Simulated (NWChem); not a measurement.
Molecule: SiH₃Cl; SMILES [SiH3]Cl

```xyz
5

Si     0.0000     0.0000    -0.9580
Cl     0.0000     0.0000     1.1223
H     -0.7926    -1.1766    -1.4475
H      1.4152    -0.0981    -1.4475
H     -0.6226     1.2747    -1.4475
```
Atoms are numbered in this order, from 1.

All runs: NWChem. Pople sets run with spherical d functions. Coordinates come from a PBE-D3(BJ)/def2-SVP optimisation. GIAO values for the isolated, static molecule; σ is the absolute isotropic shielding.

```json
[
 {"level": "PBE0/6-31G*", "basis functions": "42", "σ Si1 (ppm)": "[?]", "σ Cl2 (ppm)": "1049.4", "σ H3 (ppm)": "[?]"},
 {"level": "PBE0/6-311G**", "basis functions": "70", "σ Si1 (ppm)": "383.1", "σ Cl2 (ppm)": "1017.1", "σ H3 (ppm)": "26.24"},
 {"level": "PBE0/def2-SVP", "basis functions": "51", "σ Si1 (ppm)": "433.8", "σ Cl2 (ppm)": "1056.7", "σ H3 (ppm)": "26.15"},
 {"level": "PBE0/def2-TZVP", "basis functions": "92", "σ Si1 (ppm)": "366.4", "σ Cl2 (ppm)": "1019.1", "σ H3 (ppm)": "26.03"},
 {"level": "PBE0/IGLO-II", "basis functions": "88", "σ Si1 (ppm)": "385.8", "σ Cl2 (ppm)": "1026.9", "σ H3 (ppm)": "26.06"},
 {"level": "PBE0/IGLO-III", "basis functions": "118", "σ Si1 (ppm)": "382.5", "σ Cl2 (ppm)": "1019.4", "σ H3 (ppm)": "26.03"},
 {"level": "PBE0/pcSseg-2", "basis functions": "128", "σ Si1 (ppm)": "375.1", "σ Cl2 (ppm)": "1018.4", "σ H3 (ppm)": "26.01"}
]
```

### Question
Complete the blanks.

### Answer

- PBE0/6-31G*, σ Si1 (ppm): 418.3
- PBE0/6-31G*, σ H3 (ppm): 26.71
